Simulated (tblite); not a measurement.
Parent: `[CH3:1][CH2:2][C:3](=[O:4])[O:5][SiH2:6][SiH3:7]` with C1–C2–C3–O4 -2°, C2–C3–O5–Si6 179°, C3–O5–Si6–Si7 0°, C3H10O2Si2.

Structures optimised with GFN2-xTB, isolated species. One conformer each, not checked by frequencies here.

| coordinate of the parent | value |
| --- | --- |
| C1–C2 | 1.521 Å |
| C2–C3 | 1.511 Å |
| C3=O4 | 1.208 Å |
| C3–O5 | 1.312 Å |
| O5–Si6 | 1.689 Å |
| Si6–Si7 | 2.305 Å |
| C1–C2–C3 | 112.4° |
| C2–C3–O4 | 124.0° |
| C2–C3–O5 | 112.9° |
| O4–C3–O5 | 123.2° |
| C3–O5–Si6 | 124.3° |
| O5–Si6–Si7 | 107.6° |

Q: How does the shared frame change in `[CH3:1][CH2:2][C:3](=[O:4])[O:5][Si@H:6]([SiH3:7])[CH2:8][SiH3:9]` with C1–C2–C3–O4 2°, C2–C3–O5–Si6 -179°, C3–O5–Si6–Si7 -4°, O5–Si6–C8–Si9 -167°, C4H14O2Si3? Atoms pair as C1 = C1, C2 = C2, C3 = C3, O4 = O4, O5 = O5, Si6 = Si6, Si7 = Si7 (parent first).

A: 
```tsv
parent	relative	value in the relative	change
C1–C2	C1–C2	1.522 Å	+0.001
C2–C3	C2–C3	1.512 Å	+0.001
C3=O4	C3=O4	1.208 Å	0.000
C3–O5	C3–O5	1.311 Å	-0.001
O5–Si6	O5–Si6	1.698 Å	+0.009
Si6–Si7	Si6–Si7	2.304 Å	-0.001
C1–C2–C3	C1–C2–C3	112.4°	0.0
C2–C3–O4	C2–C3–O4	123.8°	-0.2
C2–C3–O5	C2–C3–O5	112.9°	0.0
O4–C3–O5	O4–C3–O5	123.3°	+0.1
C3–O5–Si6	C3–O5–Si6	123.7°	-0.6
O5–Si6–Si7	O5–Si6–Si7	107.8°	+0.2
```

Of the parent's bonds, O5–Si6 changes most (+0.009 Å). Bonds of the relative outside the shared frame: Si6–C8 1.900, C8–Si9 1.895 Å.

Q: How does the shared frame change in `[CH3:1][SiH2:2][CH2:3][C:4](=[O:5])[O:6][SiH2:7][SiH3:8]` with C1–Si2–C3–C4 -50°, Si2–C3–C4–O5 -82°, C3–C4–O6–Si7 -173°, C4–O6–Si7–Si8 4°, C3H12O2Si3? Atoms pair as C2 = C3, C3 = C4, O4 = O5, O5 = O6, Si6 = Si7, Si7 = Si8 (parent first).

A: 
```tsv
parent	relative	value in the relative	change
C2–C3	C3–C4	1.478 Å	-0.033
C3=O4	C4=O5	1.214 Å	+0.006
C3–O5	C4–O6	1.318 Å	+0.006
O5–Si6	O6–Si7	1.682 Å	-0.007
Si6–Si7	Si7–Si8	2.302 Å	-0.003
C2–C3–O4	C3–C4–O5	123.6°	-0.4
C2–C3–O5	C3–C4–O6	113.8°	+0.9
O4–C3–O5	O5–C4–O6	122.5°	-0.7
C3–O5–Si6	C4–O6–Si7	123.7°	-0.6
O5–Si6–Si7	O6–Si7–Si8	107.1°	-0.5
```

Of the parent's bonds, C2–C3 changes most (-0.033 Å). Bonds of the relative outside the shared frame: C1–Si2 1.895, Si2–C3 1.925 Å.

Q: How does the shared frame change in `[CH3:1][CH2:2][C:3](=[O:4])[O:5][CH2:6][SiH3:7]` with C1–C2–C3–O4 -37°, C2–C3–O5–C6 178°, C3–O5–C6–Si7 3°, C4H10O2Si? Atoms pair as C1 = C1, C2 = C2, C3 = C3, O4 = O4, O5 = O5 (parent first).

A: 
```
  parent  relative  value in the relative  change
   C1–C2     C1–C2                1.525 Å  +0.004
   C2–C3     C2–C3                1.511 Å   0.000
   C3=O4     C3=O4                1.212 Å  +0.004
   C3–O5     C3–O5                1.310 Å  -0.002
C1–C2–C3  C1–C2–C3                 111.4°    -1.0
C2–C3–O4  C2–C3–O4                 123.5°    -0.5
C2–C3–O5  C2–C3–O5                 112.7°    -0.2
O4–C3–O5  O4–C3–O5                 123.8°    +0.6
```

Of the parent's bonds, C1–C2 and C3–O4 change most and about equally (+0.004 Å). Bonds of the relative outside the shared frame: O5–C6 1.435, C6–Si7 1.924 Å.

The numbers are calculated, not measured.
